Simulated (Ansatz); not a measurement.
SbSbSbSb tetrahedron (Sb₄). Charge 0, multiplicity 1. Geometry r2SCAN-D4/def2-SVP, basis def2-TZVP, Ansatz.

Cartesian coordinates in Å:
```
Sb -1.598 -0.099 -0.681
Sb -0.029 1.033 1.400
Sb 1.095 0.657 -1.182
Sb 0.533 -1.590 0.464
```

```csv
run,HOMO (eV),LUMO (eV)
A,-5.65,-2.04
B,-5.87,-1.86
C,-5.60,-2.31
D,-5.41,-2.10
E,-8.32,0.23
F,-6.23,-1.50
```

In the def2 sets Sb takes a core potential; there is no spin–orbit coupling. LC-ωPBE has ω = 0.4 bohr⁻¹. HSE06 is defined as in plane-wave codes, on full-range PBE exchange.

Question: The runs used HSE06, LC-ωPBE, LDA (SPW92), PBE, PBE0, r2SCAN. Estimate which is which.

Answer: A r2SCAN (0 % exact exchange); B HSE06 (range-separated); C LDA (SPW92) (0 % exact exchange); D PBE (0 % exact exchange); E LC-ωPBE (range-separated); F PBE0 (25 % exact exchange). Exact exchange lowers occupied and raises empty levels; among semilocal functionals meta-GGAs tend to open the gap a little, and such runs are hard to tell apart. The gap grows from 3.29 eV (LDA (SPW92)) to 8.55 eV (LC-ωPBE).
